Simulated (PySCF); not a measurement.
**Finite-field polarisability of Ar (argon, neutral)**

[Ar], closed-shell 1S. Calculation: PySCF 2.14, in aug-cc-pV(T+d)Z with one added diffuse shell each of s, p, d, f type (7s6p5d3f, 71 functions); the non-relativistic Hamiltonian (point nucleus). Frozen: [Ne]. Energy changes in a uniform field (μhartree):

```tsv
axis	F (au)	HF	MP2	CCSD	CCSD(T)
x	0.0043	-99.462	-103.733	-103.029	-103.902
x	0.0086	-397.994	-415.114	-412.293	-415.792
```

(1) Derive α along x at CCSD(T) from the two fields.

(2) And the mean polarisability at each level?

The same two fields give the second hyperpolarisability, to two digits from the fit; its basis error is larger: HF 840, MP2 1100, CCSD 1000, CCSD(T) 1100 au.

Results:

(1) With ΔE = −αF²/2 − γF⁴/24, α = −(16 ΔE(F) − ΔE(2F))/(6F²) = 11.24 bohr³.

(2) HF 10.76, MP2 11.22, CCSD 11.14, CCSD(T) 11.24 bohr³. Reference: 11.083 ± 0.007 bohr³ (recommended; Schwerdtfeger and Nagle, table of static dipole polarizabilities (2023 update)).
